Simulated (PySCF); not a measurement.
**Structure revision by computed shifts**

A compound C$_{6}$H$_{9}$ClSi gives the data below (simulated from a calculation) and was assigned the structure `CC#C[SiH2]C/C=C/Cl`.

¹³C{¹H} NMR (computed): δ 163.8 (C), 147.9 (CH), 145.5 (C), 124.6 (CH2), 61.7 (CH), 37.9 (CH2).

¹H NMR (400 MHz, computed): δ 5.90 (m, 1H), 5.52 (m, 1H), 5.43 (m, 1H), 4.11 (s, 3H), 3.52 (m, 1H), 2.75 (m, 1H), 2.12 (m, 1H).

[PySCF 2.14: σ from GIAO-PBE0/pcSseg-1; geometry from GFN2-xTB; one averaged value for each set of equivalent atoms; no relativistic terms; one computed conformer; isolated molecule]

Scale: TMS for ¹H and ¹³C (reference shieldings calculated alike).

(1) Compare with the shifts computed for the proposed structure, pairing carbons in order of shift.

(2) Which isomer fits?

Results:

(1) Structure with atom numbers: `[CH3:1][C:2]#[C:3][SiH2:4][CH2:5]/[CH:6]=[CH:7]/[Cl:8]`. Each H is labelled by its parent atom.

```tsv
atom	computed for proposal	given list	difference
C6	137.0	163.8	-26.8
C7	129.0	147.9	-18.9
C2	116.2	145.5	-29.3
C3	80.4	124.6	-44.2
C5	21.0	61.7	-40.7
C1	6.0	37.9	-31.9
```

The rms difference is 33.1 ppm and the largest -44.2 ppm at C3 (alkyne carbon). The carbon types in order of shift don't match either: CH, CH, C, C, CH2, CH3 for the proposal against C, CH, C, CH2, CH, CH2 in the data. The proposal doesn't fit.

(2) SMILES C=C[C@H]1CC([SiH3])=C1Cl.

1. Carbon types of the structure: 2 × C, 2 × CH, 2 × CH2, leaving 3 H on heteroatoms.
2. δC 163.8, 145.5: fully substituted alkene carbon; as expected for a trigonal carbon in a double bond.
3. δC 147.9: alkene CH; the olefinic region.
4. δC 124.6: terminal =CH2 carbon; an sp2 carbon of a C=C bond.
5. δC 61.7: allylic sp3 CH.

Other isomers checked: C#CC/C(Cl)=C(/C)[SiH3] (rms 35.1 ppm); C=C/C=C(/C=C)[SiH2]Cl (rms 46.2 ppm).

The shifts were computed for this structure.

Carbons that carry Cl, above all several Cl atoms, come out too deshielded, partly because spin–orbit coupling is missing. Shifts are as computed. Against solution values, carbons near 30 ppm lie about +3 ppm off and those near 130 ppm about +5 ppm; carbons on Cl a further +6 ppm. Of 1309 compounds with measured shifts, 239 miss one by over three times the rms of a fit or turn the order of signals round; such compounds aren't used in these exercises. No couplings were computed; multiplicities are counted from neighbouring protons, with m where these are inequivalent, close in shift, in a saturated or five-membered ring or joined by F or P, and br s for small geminal =CH2 splittings.
